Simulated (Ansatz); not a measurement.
Basis-set extrapolation for C3H7BO (`CC1CB1O`) (PBE0-D4/def2-TZVP geometry, frozen core, the Gaussian-basis code of Ansatz). Multiplicity 1, RHF reference.

```
                      def2-TZVPP   def2-QZVPP
                 HF  -217.315155  -217.325275
    MP2 correlation    -0.846170    -0.903767
CCSD(T) correlation    -0.918806      not run
```

Energies in hartree. Use E(X) = E(∞) + A·exp(−7.88·√X) for Hartree–Fock and E(X) = E(∞) + B·X^(−2.97) for correlation, with X = 3 and 4, and add CCSD(T) minus MP2 of the smaller set to the MP2 limit.

Problem. What is the CCSD(T) energy at the basis-set limit?

Solution. HF limit: -217.325275 + (-0.010120) × 0.13774 = -217.32667. MP2 limit: -0.903767 + (-0.057597) × 0.74074 = -0.94643. Higher-order term: -0.918806 − (-0.846170) = -0.07264. Total: -218.34574 hartree, 70.1 kcal/mol below CCSD(T)/def2-TZVPP.
